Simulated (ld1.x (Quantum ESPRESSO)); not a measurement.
**u(r) = r·R(r): atom against pseudo-atom (Ni (Z = 28))**

Columns: radius, all-electron u(r) and pseudo u(r) of the 4s shell (level -6.89 eV) of nickel in the configuration [Ne] 3s2 3p6 3d8 4s1 4p1; PBEsol, scalar-relativistic, ultrasoft scheme, ld1.x (Quantum ESPRESSO) 7.5.

| r (bohr) | all-electron | pseudo |
| --- | --- | --- |
| 0.113 | -0.1210 | -0.0491 |
| 0.225 | -0.1232 | -0.0977 |
| 0.338 | 0.0882 | -0.1464 |
| 0.450 | 0.2441 | -0.1941 |
| 0.563 | 0.2868 | -0.2415 |
| 0.675 | 0.2395 | -0.2876 |
| 0.788 | 0.1398 | -0.3329 |
| 0.900 | 0.0194 | -0.3763 |
| 1.013 | -0.1048 | -0.4183 |
| 1.125 | -0.2201 | -0.4578 |
| 1.238 | -0.3231 | -0.4950 |
| 1.350 | -0.4100 | -0.5291 |
| 1.463 | -0.4823 | -0.5601 |
| 1.575 | -0.5394 | -0.5873 |
| 1.688 | -0.5837 | -0.6107 |
| 1.800 | -0.6160 | -0.6296 |
| 1.913 | -0.6384 | -0.6440 |
| 2.025 | -0.6519 | -0.6536 |
| 2.138 | -0.6580 | -0.6582 |
| 2.250 | -0.6578 | -0.6578 |
| 2.363 | -0.6524 | -0.6524 |
| 2.475 | -0.6428 | -0.6428 |
| 2.588 | -0.6296 | -0.6296 |
| 2.700 | -0.6137 | -0.6137 |
| 2.813 | -0.5955 | -0.5955 |
| 2.925 | -0.5758 | -0.5758 |

How many radial nodes do the two functions have?

The all-electron 4s function has n − l − 1 = 3 (the table is too coarse to show those close to the nucleus); the pseudo-wave has 0, since the states of the same l below it are removed with the core.

At about which radius was the pseudo-wave matched?

2.25 bohr, where the columns begin to agree (steps of 0.11 bohr).

Where does each function peak?

Outermost all-electron maximum near 2.14 bohr, pseudo maximum near 2.14 bohr (to the table’s step).

Is the pseudo-wave norm-conserving?

No, it belongs to an ultrasoft set: the norm inside the radius is not constrained, and the difference is carried by the augmentation charge.
